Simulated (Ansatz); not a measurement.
Gas-phase electronic energies from Ansatz, PBE0-D4/def2-TZVP geometries. CCSD(T)/CBS adds triple-zeta CCSD(T) − MP2 to the extrapolated MP2 energy (def2 sets, frozen cores). One conformer a species, not always the lowest.

`[SiH3][SiH]1[SiH2]S1` + `[NH2][AlH][O][SiH2][SiH3]` → `[NH2][AlH][SiH]1[SiH2]S1` + `[SiH3]O[SiH2][SiH3]`  (redistribution)

`[SiH3][SiH]1[SiH2]S1`:

Z-matrix (Å, degrees):
```
Si
Si 1 2.327
H 1 1.487 2 110.7
H 1 1.488 2 110.2 3 -120.5
H 1 1.485 2 108.0 3 119.9
Si 2 2.251 1 121.3 3 -135.5
S 2 2.167 1 113.7 3 -69.6
H 2 1.486 1 115.9 3 65.1
H 6 1.482 2 122.1 1 -157.8
H 6 1.482 2 122.0 1 -2.3
```

`[NH2][AlH][O][SiH2][SiH3]`:

```xyz
13

N     1.634   -1.763   -0.491
Al    0.908   -1.622    1.108
O    -0.067   -0.281    1.436
Si   -0.844    1.100    1.069
Si   -1.032    1.348   -1.259
H     1.538   -1.094   -1.238
H     2.213   -2.533   -0.782
H     1.145   -2.711    2.216
H    -0.103    2.268    1.625
H    -2.203    1.097    1.678
H     0.316    1.268   -1.893
H    -1.869    0.264   -1.847
H    -1.637    2.660   -1.621
```

`[NH2][AlH][SiH]1[SiH2]S1`:

Cartesian coordinates in Å:
```
N 0.597 1.969 1.113
Al 1.627 0.678 0.501
Si 0.420 -0.761 -1.038
Si -1.566 -1.619 -0.374
S -1.500 0.139 -1.587
H -0.348 2.108 0.788
H 0.845 2.663 1.799
H 3.119 0.521 1.005
H 1.060 -1.464 -2.184
H -2.164 -2.810 -1.022
H -2.090 -1.422 0.999
```

`[SiH3]O[SiH2][SiH3]`:

Z-matrix (Å, degrees):
```
Si
O 1 1.634
H 1 1.489 2 109.8
H 1 1.484 2 109.3 3 120.0
H 1 1.484 2 109.4 3 -120.0
Si 2 1.640 1 145.7 3 1.8
Si 6 2.347 2 111.8 1 -2.1
H 6 1.488 2 108.6 1 -123.4
H 6 1.488 2 108.8 1 119.2
H 7 1.488 6 111.0 2 60.7
H 7 1.489 6 108.8 2 -179.8
H 7 1.488 6 111.0 2 -60.2
```

| species | CCSD(T)/CBS(def2) energy (Eh) |
| --- | --- |
| `[SiH3][SiH]1[SiH2]S1` | -1268.63937 |
| `[NH2][AlH][O][SiH2][SiH3]` | -954.99409 |
| `[NH2][AlH][SiH]1[SiH2]S1` | -1276.32884 |
| `[SiH3]O[SiH2][SiH3]` | -947.28799 |

**Question.** Work out ΔE.

**Answer.** ΔE = (-1276.32884) + (-947.28799) − (-1268.63937) − (-954.99409) = 0.01663 Eh = +10.4 kcal/mol.

Largest T1 diagnostic among the species: 0.014.

In def2-TZVPP, CCSD(T) changes the Hartree–Fock value by +0.8 kcal/mol (the triples alone add −0.1 kcal/mol) and MP2 by +0.9 kcal/mol.
